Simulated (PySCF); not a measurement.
## Sc²⁺ (scandium, charge +2) across methods

[Ar] 3d1, 2D determinant. Calculation: PySCF 2.14, in aug-cc-pwCVTZ (10s9p7d4f3g, 127 functions); the non-relativistic Hamiltonian (point nucleus).

| method | E (hartree) | mean ε 3p α (eV) | mean ε 3p β (eV) | mean ε 3d α (eV) | Σ⟨r²⟩ (bohr²) | ⟨S²⟩ |
| --- | --- | --- | --- | --- | --- | --- |
| LDA | -757.952 | -49.305 | -48.503 | -18.690 | 16.37 | 0.750 |
| PBE | -759.679 | -49.238 | -48.421 | -18.769 | 16.35 | 0.751 |
| M06-2X | -759.903 | -54.388 | -53.209 | -21.906 | 16.29 | 0.751 |
| PW91 | -759.917 | -49.312 | -48.497 | -18.857 | 16.34 | 0.751 |
| revPBE | -759.810 | -49.209 | -48.394 | -18.749 | 16.34 | 0.751 |
| UHF | -759.09684 | -58.937 | -56.926 | -24.880 | 16.22 | 0.752 |
| r2SCAN | -759.878 | -50.106 | -49.128 | -19.002 | 16.25 | 0.751 |
| PBE0 | -759.729 | -51.946 | -50.865 | -20.465 | 16.26 | 0.751 |
